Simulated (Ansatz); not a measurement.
`[SiH3]/C=C\[SiH2]Cl` + `[CH3][In]([NH2])[OH]` → `[CH3][In]([NH2])[O][SiH3]` + `C=C[SiH2]Cl`  (ligand exchange at the Si–C bond)

Isolated molecules relaxed with PBE0-D4/def2-TZVP in Ansatz; ΔE leaves out vibrations. CCSD(T)/CBS adds triple-zeta CCSD(T) − MP2 to the extrapolated MP2 energy (def2 sets, frozen cores). Functionals use def2-TZVPP. def2 core potentials past Kr. For In outer-core shells are correlated without core-valence functions, which leaves a few kJ/mol of doubt a bond. One conformer a species, not always the lowest.

`[SiH3]/C=C\[SiH2]Cl`:

Z-matrix (Å, degrees):
```
Si
C 1 1.868
H 1 1.486 2 109.6
H 1 1.484 2 110.6 3 -120.9
H 1 1.487 2 109.2 3 118.4
C 2 1.338 1 126.9 3 113.7
H 2 1.092 1 115.7 3 -65.4
Si 6 1.863 2 126.8 1 0.8
H 6 1.091 2 117.9 1 -178.8
Cl 8 2.061 6 110.5 2 -68.0
H 8 1.482 6 108.9 2 174.4
H 8 1.481 6 112.7 2 52.0
```

`[CH3][In]([NH2])[OH]`:

Cartesian coordinates in Å:
```
C -1.372 0.065 -1.335
In 0.287 -0.043 -0.006
N 0.352 -0.039 2.014
O 2.088 -0.352 -0.811
H -1.065 -0.293 -2.317
H -2.195 -0.544 -0.963
H -1.712 1.098 -1.422
H 1.229 0.166 2.469
H -0.401 0.385 2.534
H 2.788 -0.443 -0.162
```

`[CH3][In]([NH2])[O][SiH3]`:

```xyz
13

C     0.743    1.838    1.897
In   -0.040    0.218    0.775
N    -1.289   -1.320    1.087
O     0.408    0.262   -1.178
Si    0.123   -0.662   -2.474
H     0.471    2.769    1.399
H     1.830    1.760    1.923
H     0.355    1.840    2.914
H    -1.302   -2.048    0.387
H    -1.384   -1.723    2.007
H     1.387   -0.957   -3.209
H    -0.488   -1.979   -2.102
H    -0.815    0.002   -3.425
```

`C=C[SiH2]Cl`:

```xyz
9

C     0.910   -1.236   -0.318
C    -0.174   -0.690    0.227
Si   -0.455    1.137    0.212
Cl   -2.179    1.586   -0.824
H     1.667   -0.631   -0.809
H     1.090   -2.307   -0.301
H    -0.907   -1.340    0.702
H    -0.635    1.680    1.580
H     0.683    1.800   -0.468
```

| level | ΔE (kcal/mol) |
| --- | --- |
| ωB97X-V | -29.3 |
| HF/CBS(def2) | -36.7 |

**Question.** What does CCSD(T)/CBS give? (An estimate is asked.)

**Answer.** Computed: -29.6 kcal/mol. The listed levels differ from it by 0.3, -7.1 kcal/mol.

Largest T1 diagnostic among the species: 0.015.

From PBE to PBE0 (25 % exact exchange), in def2-TZVPP and without D4, ΔE moves by −2.0 kcal/mol. The D4 term adds +1.4 kcal/mol with B3LYP and +0.8 kcal/mol with PBE0; it sums over pairs of atoms, weighted by their polarisabilities, and B3LYP, whose exchange is more repulsive, gets the larger term.

B3LYP here is the variant with VWN-RPA as its local correlation; programs differ in this.
